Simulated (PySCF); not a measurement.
Several molecules and their computed UV-vis stick spectra, shuffled. Method: PySCF, TDDFT CAM-B3LYP/def2-SVPD, vertical, gas phase, core orbitals frozen in the response. Geometries: GFN2-xTB; one conformer of each isolated species. Triplets are in the Tamm–Dancoff approximation. Ions are computed without counter-ions or solvent.

A. `C=C[N+](C)(C)C`
B. `C=C[P@+]1(C)C(C)=C1F`
C. `C[NH+]1CCCC1`
D. `C[PH](C)(C)C`
E. `C[NH2+]CC1CC1`

Lowest singlet levels (six at most, fewer where fewer were computed) with oscillator strengths:

1. 5.61 eV (f 0.001); 6.06 eV (f 0.226); 6.76 eV (f 0.016); 6.84 eV (f 0.030); 7.42 eV (f 0.072); 7.58 eV (f 0.083); T1 3.90 eV
2. 7.70 eV (f 0.024); 7.88 eV (f 0.008); 8.65 eV (f 0.000); 8.78 eV (f 0.012); 9.00 eV (f 0.017); 9.04 eV (f 0.020); T1 7.57 eV
3. 5.47 eV (f 0.052); 6.39 eV (f 0.112 summed over 2 states); 6.42 eV (f 0.010); 6.73 eV (f 0.005 summed over 2 states); 7.09 eV (f 0.008) [of 8 roots; the last level is left out, as the window may have cut its degenerate partner]; T1 5.30 eV
4. 8.85 eV (f 0.001); 9.52 eV (f 0.014); 9.55 eV (f 0.005); 10.04 eV (f 0.003); 10.26 eV (f 0.014); 10.35 eV (f 0.003); T1 8.66 eV
5. 8.06 eV (f 0.407); 8.50 eV (f 0.031); 8.87 eV (f 0.000); 9.30 eV (f 0.014); 9.66 eV (f 0.000); 9.88 eV (f 0.005); T1 4.69 eV

**Question.** Which spectrum belongs to which structure?

**Answer.** 1 = B, 2 = E, 3 = D, 4 = C, 5 = A.
- A: S1 at 8.06 eV, HOMO→LUMO (96%); Löwdin shares by element: HOMO carbon 79% or more, nitrogen 4% (atoms not listed hold the other 17%); LUMO carbon 70% or more, hydrogen 12% or more (atoms not listed hold the other 18%); HOMO -14.41 and LUMO -3.59 eV.
- B: S1 at 5.61 eV, HOMO-1→LUMO (94%); Löwdin shares by element: HOMO carbon 64% or more, phosphorus 12% (atoms not listed hold the other 24%); LUMO carbon 52% or more, phosphorus 23% (atoms not listed hold the other 24%); HOMO -14.06 and LUMO -5.14 eV.
- C: S1 at 8.85 eV, HOMO→LUMO (92%); Löwdin shares by element: HOMO carbon 43% or more, hydrogen 21% or more (atoms not listed hold the other 36%); LUMO hydrogen 26% or more, carbon 17% or more, nitrogen 11% (atoms not listed hold the other 46%); HOMO -15.36 and LUMO -3.45 eV.
- D: S1 at 5.47 eV, HOMO→LUMO (94%); Löwdin shares by element: HOMO carbon 28% or more, phosphorus 24%, hydrogen 22% or more (atoms not listed hold the other 27%); LUMO carbon 48% (atoms not listed hold the other 52%); HOMO -6.97 and LUMO 1.23 eV; point group C3v.
- E: S1 at 7.70 eV, HOMO-1→LUMO (55%), HOMO→LUMO (39%); Löwdin shares by element: HOMO carbon 84% or more (atoms not listed hold the other 16%); LUMO hydrogen 34% or more, nitrogen 15%, carbon 14% or more (atoms not listed hold the other 36%); HOMO -14.13 and LUMO -3.66 eV.
B and D have S1 within 0.15 eV of each other; their strongest listed levels stand at 6.06 eV (f 0.226) and 6.39 eV (f 0.112).
